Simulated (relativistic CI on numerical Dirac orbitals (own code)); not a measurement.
Fe⁹⁺: what numerical and physical settings do to a radial Dirac CI calculation

Reference input:

```
atom Fe  Z=26  charge=9  electrons=17
nucleus A=56  rms_radius_fm=3.7377
hamiltonian dirac-coulomb  breit=on  qed=on  c_scale=1
orbitals kli  potential=per-configuration
slater_scale 1
correlation none
mixing on
grid step=0.0125 r_max=10.3
scf mixing=0.4 start=green max_iterations=150 tolerance=2e-08 node_fill=0.05
configurations
  [Ne] 3s2 3p5
  [Ne] 3s 3p6
  [Ne] 3s2 3p4 3d
  [Ne] 3s2 3p3 3d2
  [Ne] 3s 3p5 3d
end
```

Computed lowest total energy -1242.16850 Ha, first excitation 15645.0 cm⁻¹, 51 SCF steps. Runs with settings changed; * marks those that are bad on purpose:

```
                                                   Changed    Outcome   Lowest level    ΔE (Ha)  First excitation (cm⁻¹)  SCF steps  Message
                                             QED terms off  converged  3s²3p⁵ ²P°3/2     -0.314                  15608.1         51         
grid step 0.04, Slater scale 0.5, nuclear radius 3.3639 fm  converged  3s²3p⁵ ²P°3/2      0.119                  15757.1         50         
                              end of the grid at 7.21 bohr  converged  3s²3p⁵ ²P°3/2  -1.59e-12                  15645.0         51         
                  Breit term off, nuclear radius 4.1115 fm  converged  3s²3p⁵ ²P°3/2     -0.466                  16065.1         51         
                                nuclear radius 373.77 fm *  converged  3s²3p⁵ ²P°3/2         25                  15449.0         50         
                                          SCF mixing 1.8 *  converged  3s²3p⁵ ²P°3/2  -1.04e-10                  15645.0         53
```
